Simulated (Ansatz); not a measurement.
Relaxation of BBrFH₃O (7 atoms, charge 0, multiplicity 1), to a largest force component of 0.03 eV/Å in at most 50 steps.

These are results of Ansatz, RKS PBE/def2-SVP, not measurements.

```xyz
7
Properties=species:S:1:pos:R:3:forces:R:3
B -0.192 0.490 -0.334 0.03 0.77 0.13
F 0.014 -0.195 2.085 0.05 -0.38 -0.01
H 0.856 -0.066 -0.569 -0.01 0.00 0.01
O -1.425 -0.018 -0.502 -0.01 0.00 -0.02
H -1.404 -0.966 -0.732 0.01 0.01 0.01
Br -0.112 2.449 0.119 -0.03 -0.85 -0.07
H -0.092 0.717 2.249 -0.04 0.45 -0.04
```

**Question.** Where does it end, and by what steps?

**Answer.** It converged. After 7 steps the energy has fallen by 0.061 eV; H7 moved furthest, 0.21 Å.

```csv
step,energy less start (eV),largest force component (eV/Å),accepted
0,0.0000,0.853,yes
1,-0.0416,1.040,yes
2,-0.0286,0.702,no
3,-0.0540,0.558,yes
4,-0.0579,0.402,yes
5,-0.0601,0.194,yes
6,-0.0612,0.036,yes
7,-0.0613,0.026,yes
```

```xyz
7
Properties=species:S:1:pos:R:3
B -0.211 0.475 -0.325
F 0.015 -0.132 2.218
H 0.835 -0.082 -0.562
O -1.439 -0.029 -0.542
H -1.408 -0.962 -0.822
Br -0.134 2.340 0.269
H -0.013 0.802 2.080
```

Whether the end is a true minimum wasn't checked by a vibrational analysis.

The run took 15 s on 2 threads of Arm Neoverse V1, on a shared host, peak memory 0.14 GiB.
